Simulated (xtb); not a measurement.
GeI₂, charge -1, doublet, geometry from GFN2-xTB (a state made from the parent by changing its charge; the spin is typed, not shown lowest). Base run: GFN2-xTB (xtb).

Here is a job for xtb.
```
$ xtb mol.xyz --gfn 2 --chrg -1 --uhf 1 --json

# file mol.xyz
3

Ge     0.00262673    -0.01192623     1.28932309
I      1.10279430    -1.88448564    -0.40894272
I     -1.10438024     1.89168638    -0.36951650
```

The base run was repeated with changes; each row names its change, and settings that it needs were set with it.

```csv
change,ΔE vs base (mEh),G_solv (kcal/mol),SCF cycles
base,0.000,-,16
alpb = thf,-70.182,-44.07,15
gbsa = acetonitrile,-80.201,-50.39,15
etemp = 3000,-0.777,-,17
acc = 30,0.000,-,13
alpb = ch2cl2,-74.429,-46.76,15
etemp = 1000,0.000,-,16
```

ALPB and GBSA are two models with their own fitted parameters for each solvent, which aren't always the measured dielectric constant.
